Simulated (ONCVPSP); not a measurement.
## Cs (Z = 55): ONCV pseudisation with PBE, fully relativistic reference atom.

ONCVPSP 4.0.1 input, shortened (lines: element, Z, core and valence counts, functional; n l f; lmax; l rc ep ncon nbas qcut; lloc lpopt rc5 dvloc0; l nproj debl; icmod fcfact rcfact), PBE, fully relativistic:

```
  Cs 55.00   11    2        4      upf
    1    0    2.00
    2    0    2.00
    2    1    6.00
    3    0    2.00
    3    1    6.00
    3    2   10.00
    4    0    2.00
    4    1    6.00
    4    2   10.00
    5    0    2.00
    5    1    6.00
    5    2    0.50
    6    0    0.50
    2
    0    4.00    0.00    4    8    1.60
    1    3.80    0.11    4    7    1.80
    2    4.00    0.00    3    7    2.40
    4    5    2.90    0.00
    0    2    1.00
    1    2    1.50
    2    1    2.50
    0    0.00    0.00
```

Open shells are filled in proportion to 2j + 1.

Poles of the logarithmic derivatives, all-electron (AE) and pseudo (PS). Narrow ghost or core levels that the grid stepped over were put in at their known energies. s: poles at -1.0, 0.6, 2.6 (AE) and 0.6, 2.0, 3.7 (PS) Ha. p3/2: poles at -0.4, 1.1, 3.5 (AE) and 0.9, 1.5, 3.3 (PS) Ha. p1/2: poles at -0.5, 1.1, 3.4 (AE) and 0.9, 1.5, 3.2 (PS) Ha. d5/2: poles at 0.2, 1.6, 3.8 (AE) and -1.4, 0.2, 3.1 (PS) Ha. d3/2: poles at 0.2, 1.6, 3.8 (AE) and -0.1, 0.2, 3.2 (PS) Ha. Test radii: s 4.07, p3/2 3.85, p1/2 3.85, d5/2 4.07, d3/2 4.07 bohr.

* Cutoffs needed: 2.5 Ha and 4.9 Ha (the cutoffs (Ha) at which the residual kinetic energy of the hardest occupied pseudo-wave falls to 1 and 0.1 mHa per electron) The cutoffs count occupied waves only; projector 2 of the p channel, the hardest unoccupied one, needs 15 Ha at the loose tolerance.
* Ghost test: ghosts flagged at negative energy: d5/2 at -37.1 eV, d3/2 at -2.69 eV; GHOST(+) flagged for s at 4.5 eV, p1/2 at 39.2 eV, p3/2 at 39.4 eV, p3/2 at 210.3 eV, p3/2 at 391.4 eV; a true bound ghost makes a file unfit for plane-wave use
* Configuration tests: 2 of 4 tests not solved or not reliable
